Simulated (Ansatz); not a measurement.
`B[Si](O)(O)F` + SiH₄ → `B[Si](O)(F)[SiH3]` + H₂O  (formal exchange of groups at the Si–O bond)

Calculated with Ansatz (gas phase, PBE0-D4/def2-TZVP geometries, no zero-point term in ΔE). CBS: MP2 limit from def2 TZ/QZ plus the TZ coupled-cluster correction, frozen cores. This one scheme is used for every species. DFT in def2-TZVPP. Each species was taken in one conformer, which may not be the lowest.

`B[Si](O)(O)F`:

```xyz
9

B    -0.435   -0.052   -1.575
Si   -0.075    0.109    0.390
O     1.507    0.095    0.815
O    -0.785   -1.098    1.217
F    -0.682    1.528    0.831
H    -1.300   -0.748   -2.013
H     0.217    0.576   -2.357
H     2.045    0.852    0.577
H    -0.493   -1.262    2.115
```

SiH₄:

Cartesian coordinates in Å:
```
Si 0.000 0.000 0.000
H 1.096 0.308 -0.952
H 0.194 0.782 1.247
H 0.013 -1.450 0.318
H -1.303 0.360 -0.613
```

`B[Si](O)(F)[SiH3]`:

```xyz
11

B     1.105    0.008   -1.756
Si   -0.452   -0.274   -0.527
O    -1.654    0.773   -0.927
F    -1.034   -1.773   -0.611
Si    0.214    0.016    1.724
H     1.801   -0.901   -2.097
H     1.428    1.114   -2.071
H    -2.447    0.776   -0.388
H     0.871    1.340    1.903
H    -0.992   -0.033    2.600
H     1.161   -1.047    2.152
```

H₂O:

Z-matrix (Å, degrees):
```
O
H 1 0.960
H 1 0.960 2 105.1
```

```csv
level,ΔE (kcal/mol)
PBE-D4,26.0
r2SCAN-D4,31.1
HF/def2-TZVPP,38.5
CCSD/def2-TZVPP,33.4
```

Task: What does CCSD(T)/CBS give? (An estimate is asked.)

Result: The calculation gave: +31.4 kcal/mol. The listed levels differ from it by -5.4, -0.3, 7.1, 2.0 kcal/mol.

Largest T1 diagnostic among the species: 0.013.

In def2-TZVPP, CCSD(T) changes the Hartree–Fock value by −6.0 kcal/mol (the triples alone add −0.8 kcal/mol) and MP2 by −4.6 kcal/mol. The D4 term adds −1.2 kcal/mol with B3LYP and −0.7 kcal/mol with PBE0; it sums over pairs of atoms, weighted by their polarisabilities, and B3LYP, whose exchange is more repulsive, gets the larger term. From PBE to PBE0 (25 % exact exchange), in def2-TZVPP and without D4, ΔE moves by +2.0 kcal/mol.

B3LYP here is the variant with VWN-RPA as its local correlation; programs differ in this.
